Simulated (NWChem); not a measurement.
System: TiH2F2; SMILES [F][TiH2][F]

Question: Give the equilibrium geometry at PBE-D3(BJ)/def2-SVP (NWChem) as a list of bonds and angles, with the point group.

Answer: point group C2v; any orientation.
Bonds (Å): Ti1–F2 1.732, Ti1–F3 1.732, Ti1–H4 1.700, Ti1–H5 1.700. Bond angles (°): F2–Ti1–F3 113.9, F2–Ti1–H4 108.1, F2–Ti1–H5 108.1, F3–Ti1–H4 108.1, F3–Ti1–H5 108.1, H4–Ti1–H5 110.7.
